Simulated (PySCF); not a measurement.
Run record for `O=C1C[C@@H](Cl)C[C@@H](F)O1`: PBE0/def2-SVPD, grid level 3, full TDDFT, 1 singlet.

Method: TDDFT PBE0/def2-SVPD, vertical, gas phase, core orbitals frozen in the response (PySCF 2.14.0, density-fitted response routines). Geometry: GFN2-xTB. The command runs a driver script over a list of jobs; the input below is this job's line of settings and its coordinates in Å.

Command:
```bash
OMP_NUM_THREADS=1 python probes_run.py task.json out
```

Input:
```
{"job": {"kind": "uv", "xc": "PBE0", "basis": "def2-SVPD", "nstates": 1, "ntriplets": 5, "tda": false, "grid": 3}, "charge": 0, "multiplicity": 1}
O     -2.510260     1.365178     0.118111
C     -1.415516     0.922601    -0.036967
C     -1.094745    -0.448184    -0.594125
C     -0.100379    -1.117171     0.348671
Cl     0.285487    -2.768363    -0.240202
C      1.181074    -0.286102     0.462396
C      0.933200     1.167343     0.041627
F      1.128620     1.275519    -1.318820
O     -0.329014     1.651140     0.344505
H     -0.661486    -0.346784    -1.592196
H     -2.019644    -1.019083    -0.669457
H     -0.563099    -1.256213     1.329324
H      1.950957    -0.684189    -0.201179
H      1.561348    -0.307421     1.482943
H      1.649044     1.859717     0.503458
```

Output:
```
coarse grid: 14032 points
cycle   1  E = -903.2706606661  dE =  1.512e+00  |g| = 9.945e-01  |ddm| = 6.304e+00
cycle   2  E = -902.7672989058  dE =  5.034e-01  |g| = 1.909e+00  |ddm| = 3.930e+00
cycle   3  E = -903.4484017869  dE = -6.811e-01  |g| = 2.888e-01  |ddm| = 2.846e+00
cycle   4  E = -903.4634260660  dE = -1.502e-02  |g| = 8.911e-02  |ddm| = 3.916e-01
cycle   5  E = -903.4646762750  dE = -1.250e-03  |g| = 2.680e-02  |ddm| = 1.105e-01
cycle   6  E = -903.4648305997  dE = -1.543e-04  |g| = 6.049e-03  |ddm| = 4.701e-02
cycle   7  E = -903.4648368890  dE = -6.289e-06  |g| = 2.310e-03  |ddm| = 1.075e-02
final grid: 190744 points
cycle   8  E = -903.5856376136  dE = -3.101e-05  |g| = 1.412e-02  |ddm| = 1.646e-01
cycle   9  E = -903.5855557554  dE =  8.186e-05  |g| = 2.495e-02  |ddm| = 5.213e-02
cycle  10  E = -903.5856754468  dE = -1.197e-04  |g| = 2.570e-03  |ddm| = 3.365e-02
cycle  11  E = -903.5856766540  dE = -1.207e-06  |g| = 4.425e-04  |ddm| = 3.014e-03
cycle  12  E = -903.5856766898  dE = -3.579e-08  |g| = 1.329e-04  |ddm| = 8.630e-04
cycle  13  E = -903.5856766935  dE = -3.685e-09  |g| = 4.458e-05  |ddm| = 2.522e-04
cycle  14  E = -903.5856766938  dE = -3.599e-10  |g| = 1.255e-05  |ddm| = 8.339e-05
converged SCF energy = -903.5856766938

Static polarisability (au): isotropic 77.238, principal 62.282 79.405 90.026

Singlet excitations
state   eV       nm        f      main configurations
  1   5.5610    223.0   0.00523   H->L 0.83

Triplet excitations (Tamm-Dancoff, eV): 4.9909 5.9848 6.3267 6.3666 7.3159
```

The SCF starts on a coarse grid where the log names one; the energy can jump when the final grid takes over, and dE then counts from the start density on the new grid. H and L stand for HOMO and LUMO; the number after each pair is its weight.

Give S1 in cm⁻¹ and kJ/mol.

5.5610 eV × 8065.54 = 44852 cm⁻¹; × 96.485 = 536.6 kJ/mol.

How does the lowest singlet excitation compare with the HOMO–LUMO gap?

HOMO -8.45 eV and LUMO -0.82 eV give a gap of 7.63 eV; S1 at 5.56 eV lies 2.07 eV below it.

In short: SCF converged in 14 cycles with 244 basis and 898 fitting functions; HOMO -8.45 eV, LUMO -0.82 eV; lowest singlet 5.56 eV; lowest triplet 4.99 eV (Tamm–Dancoff); mean polarisability 77.2 au.

How long does this job take on one thread of an Intel Xeon 6975P-C, shared host? And the peak memory of the process?

About 32 s, with 1.0 GiB resident at the peak, the Python interpreter and its libraries included.

One conformer stands for the species.
